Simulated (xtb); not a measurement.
xtb input:

```bash
xtb mol.xyz --gfn 2 --sp --chrg 0 --uhf 0
```
mol.xyz:
```
2

Y     -0.00000000    -0.00000000    -1.60697486
I      0.00000000     0.00000000     1.18249094
```

Question: Predict the final energy.

Answer: -5.07699 Eh (GFN2-xTB).
